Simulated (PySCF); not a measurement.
The complex [Mn(NH3)6]2+ (charge +2) contains Mn(II), shell d5. The structure is a model geometry with rigid ligands and bond lengths from ionic radii, not a minimum; coordination octahedral, point group S6, metal–donor distances 2.26 Å.

```
25

Mn    0.000    0.000    0.000
N     0.000    0.000    2.260
H     0.942    0.000    2.650
H    -0.471    0.816    2.650
H    -0.471   -0.816    2.650
N     0.000    0.000   -2.260
H    -0.942    0.000   -2.650
H     0.471    0.816   -2.650
H     0.471   -0.816   -2.650
N     2.260    0.000    0.000
H     2.650    0.942    0.000
H     2.650   -0.471    0.816
H     2.650   -0.471   -0.816
N    -2.260    0.000    0.000
H    -2.650   -0.942    0.000
H    -2.650    0.471    0.816
H    -2.650    0.471   -0.816
N     0.000    2.260    0.000
H     0.000    2.650    0.942
H     0.816    2.650   -0.471
H    -0.816    2.650   -0.471
N     0.000   -2.260    0.000
H     0.000   -2.650   -0.942
H     0.816   -2.650    0.471
H    -0.816   -2.650    0.471
```

Method (PySCF 2.14, density fitting): CASSCF(5,5) with orbitals averaged over all microstates of the shell, strongly contracted NEVPT2 on the averaged canonical orbitals; basis x2c-TZVPall on the metal, x2c-SVPall elsewhere; spin-free X2C; gas phase; spin-orbit coupling by state interaction with the mean-field operator over all roots.

Task: Which term lies lowest, and with what spin?

Result: 6Ag (from 6A1g) (S = 5/2, orbital degeneracy 1), with 3.0 electrons in the lower (t2g-type) set and 2.0 in the upper (eg-type) set, by NEVPT2.

Task: Which is the lowest state of another spin?

Result: 4Eg (from 4T1g) at 17956 cm⁻¹ by NEVPT2; CASSCF alone puts it at 23309 cm⁻¹ above the same ground state.

Task: What ligand-field parameters describe the result?

Result: At CASSCF level (the NEVPT2 levels don't fit a ligand-field model well): orbital energies 0, 79, 79, 9551, 9551 cm⁻¹; 10Dq = 9498 cm⁻¹ (difference of the means of the two sets); B = 1054 cm⁻¹; C = 3914 cm⁻¹; B over its free-ion value at the same level 0.948; rms of the fit 148 cm⁻¹; ζ = 308 cm⁻¹ (free ion 317).

Task: What are the magnetic parameters?

Result: The ground multiplet follows a spin Hamiltonian with S = 5/2, g = 2.002, 2.002, 2.002, D = 0 (spin-orbit part alone); the lowest levels hold 100 % of the spin-free ground state. μeff is 5.92 μB at 300 K and 5.92 μB at 10 K; the spin-only value is 5.92 μB.

Gaps between spin states lean to high spin in this active space.

The job took 23 s on one thread of Intel Xeon 6975P-C (shared host), with 222 basis functions and a peak of 0.6 GiB, launched as `OMP_NUM_THREADS=1 python lf_run.py task.json out`.
